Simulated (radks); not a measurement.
Ionisation of neutral nitrogen, [He] 2s2 2p3, to [He] 2s2 2p2 as the strength of local exchange is varied. Calculated with a radial shooting solver on a logarithmic mesh with Libxc functionals: scalar-relativistic Kohn-Sham, Slater X-alpha exchange (alpha = 2/3 is LDA exchange), no correlation, spin-unpolarised, spherical densities, point nucleus.

alpha	E(N) (hartree)	exchange (hartree)	IE (eV)	-e of the level emptied (eV)	<r> of it (bohr)
0.667	-53.60206	-5.66658	12.387	6.013 (2p)	1.508
0.678	-53.69559	-5.76835	12.535	6.134 (2p)	1.502
0.681	-53.72112	-5.79615	12.575	6.167 (2p)	1.500
0.722	-54.07103	-6.17807	13.132	6.627 (2p)	1.478
0.804	-54.77645	-6.95291	14.281	7.587 (2p)	1.437
0.974	-56.26262	-8.60577	16.804	9.744 (2p)	1.361
1.008	-56.56367	-8.94384	17.331	10.201 (2p)	1.347
1.041	-56.85708	-9.27435	17.850	10.653 (2p)	1.334

NIST Atomic Spectra Database: 14.534 eV (measured). The Delta-SCF value meets it near alpha = 0.82. Spin polarisation and multiplet splitting are left out, so open shells lie too high by an amount that depends on their filling.

Beside tabulated values, note that spin-unpolarised runs miss the spin-polarisation part of the exchange energy of open shells.
